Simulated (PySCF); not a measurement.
Predicted spectroscopic data

Equivalent nuclei averaged, no relativistic terms, single conformer, isolated molecule. Geometry from PBE0-D3(BJ)/def2-SVP; NMR shieldings at PBE0/pcSseg-1/GIAO; spin–spin couplings from B3LYP/pcJ-1 (spin–dipole term left out of most H,H and C,H couplings); PySCF.

δ = σ(ref) − σ, references computed at the same level: TMS for ¹H, ¹³C. Multiplet labels drop J under 1 Hz and among equivalent protons, and merge close values. Unscaled 3J(H,H) run several per cent high. Where no couplings were computed, multiplicities follow the n + 1 count of equivalent neighbours, and m marks all less simple cases (inequivalent or close neighbours, rings, F or P nearby). Shifts are as computed. Against solution values, carbons near 30 ppm lie about +2 ppm off and those near 130 ppm about +5 ppm. Of 1313 compounds with measured shifts, 239 miss one by over three times the rms of a fit or turn the order of signals round; such compounds aren't used in these exercises. OH and NH positions are gas-phase values without hydrogen bonding to other molecules.

**1.** `CC(C)(C)c1ccnnn1`, C7H11N3. ¹H NMR (400 MHz, computed): δ 8.88 (d, 1H), 6.97 (d, 1H), 1.50 (s, 9H). ¹³C{¹H} NMR (computed): δ 174.4, 153.0, 115.3, 37.6, 30.8.

**2.** `CNNC`, C2H8N2. ¹H NMR (400 MHz, computed): δ 2.55 (s, 6H), 1.43 (br s, 2H). ¹³C{¹H} NMR (computed): δ 40.7.
